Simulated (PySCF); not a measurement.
## Solvent effects on NMR parameters

Atoms are numbered as in `[CH3:1][NH:2][P:3]1(=[N:4][SiH3:5])[CH:6]=[CH:7][CH:8]=[CH:9]1`. Each H is labelled by its parent atom.

GIAO PBE0/pcSseg-1 in PySCF 2.14 on one PBE0-D3(BJ)/def2-SVP conformer, non-relativistic, equivalent nuclei averaged. Solvents enter as an IEF-PCM continuum (chloroform with ε = 4.7, methanol with ε = 32.6) around the gas-phase geometry. Shifts are referred to TMS computed in the same medium.

Gas phase, δ in ppm: C7/C8 146.9, C6/C9 135.7, C1 26.0, Si5 -72.0, H(C7)/H(C8) 6.72, H(C6)/H(C9) 5.89, H(Si5) 4.77, H(C1) 2.41, H(N2) 1.11. Dipole moment 4.84 D.

Question: How does each δ change in the continuum?

Answer: 
| atoms | environment | Δδ, chloroform | Δδ, methanol |
| --- | --- | --- | --- |
| C7/C8 | alkene CH | +3.1 | +4.4 |
| C6/C9 | alkene CH | +0.1 | 0.0 |
| C1 | methyl carbon bonded to N | +0.5 | +0.7 |
| Si5 | silicon bonded to N, 3 H | -0.7 | -0.7 |
| H(C7)/H(C8) | hydrogen on an alkene CH | +0.23 | +0.33 |
| H(C6)/H(C9) | hydrogen on an alkene CH | +0.11 | +0.14 |
| H(Si5) | hydrogen on a silicon bonded to N | -0.06 | -0.08 |
| H(C1) | hydrogen on a methyl carbon bonded to N | +0.06 | +0.08 |
| H(N2) | hydrogen on a nitrogen bonded to C, P | +0.28 | +0.35 |

Changes are relative to the gas phase. The dipole moment becomes 5.82 D in chloroform, 6.18 D in methanol.

Question: Which of the listed nuclei move most (in ppm), and what does the model miss? (N and O are left out, as their reference compounds move with the solvent too.)

Answer: C7/C8 (alkene CH, +4.4 ppm) in methanol. A continuum only polarises the solute; specific hydrogen bonds, the anisotropy of aromatic solvents and changes of geometry or conformer are outside it.
